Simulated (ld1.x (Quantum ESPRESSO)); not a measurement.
# Transferability test, TM potential for P

```json
{
  "Element": "phosphorus",
  "Generator": "ld1.x (Quantum ESPRESSO) 7.5",
  "Type": "norm-conserving Troullier–Martins (Kleinman–Bylander form)",
  "Functional": "PBEsol",
  "Relativity": "scalar-relativistic",
  "Frozen core": "[Ne]",
  "Valence charge": "5",
  "Reference configuration": "3s1 3p4",
  "Partial waves": "3p (bound): rc 1.95 bohr; 3s (bound): rc 1.15 bohr",
  "Local potential": "the s channel",
  "Core correction": "none"
}
```

Energies are relative to the spin-unpolarised reference configuration 3s1 3p4; without spin polarisation the order of configurations can differ from experiment.

Question: Give the all-electron excitation energy and the error of the potential for: 3s2 3p3; 3s2 3p2; 3s2 3p1; 3s0 3p5; 3s2 3p2.5; 3s2 3p0; 3s2 3p3.3.

Answer:

```tsv
valence configuration	charge	ΔE all-electron (eV)	error AE − PS (meV)
3s2 3p3	0	-8.509	+6.2
3s2 3p2	+1	1.189	+9.3
3s2 3p1	+2	20.301	+36
3s0 3p5	0	8.643	+30
3s2 3p2.5	+0.5	-4.749	+6.3
3s2 3p0	+3	50.006	+123
3s2 3p3.3	-0.3	-9.808	+6.8
```

ld1.x printed “convergence not achieved” for 1 of the counted tests; its residual had stalled under 1e-8, short of the target of 1e-14.
